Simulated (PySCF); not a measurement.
C3H7NOSi.
Geometry (PBE0-D3(BJ)/def2-SVP, Å), atoms numbered from 1 in this order:
```xyz
13
C3H7NOSi angstrom
C     -1.6539   -1.1949    0.6825
N     -0.5659   -0.5601    0.5557
C     -0.3469    0.3315   -0.4996
C     -1.2458    1.1977   -0.9923
O      0.9257    0.2905   -0.9332
Si     2.1356   -0.5462   -0.0865
H     -2.4848   -1.1168   -0.0420
H     -1.7885   -1.8570    1.5480
H     -0.9487    1.9066   -1.7646
H     -2.2615    1.2290   -0.5999
H      3.3481   -0.2749   -0.9069
H      1.8890   -2.0156   -0.0513
H      2.3271   -0.0059    1.2881
```

Mayer bond orders were computed from the PBE0/pcSseg-1 density (PySCF). Isolated species at its PBE0-D3(BJ)/def2-SVP geometry (one conformer only).

Problem. The orders 0.86, 1.01, 1.80, 1.91 belong to the bonds C1–N2, C3–C4, C3–O5, O5–Si6, in another order. Match them.

Solution. O5–Si6 0.86; C3–O5 1.01; C3–C4 1.80; C1–N2 1.91.

Problem. Set the orders of all bonds between heavy atoms beside their lengths and the difference of the ESP-fitted charges at their ends.

Solution. 
```tsv
bond	Mayer order	length (Å)	q(first) − q(second) (e)
C1–N2	1.913	1.266	+0.664
C3–C4	1.796	1.342	+1.638
C3–O5	1.009	1.345	+1.267
N2–C3	1.007	1.399	-1.297
O5–Si6	0.857	1.697	-1.048
```

Mayer orders depend on the basis set.
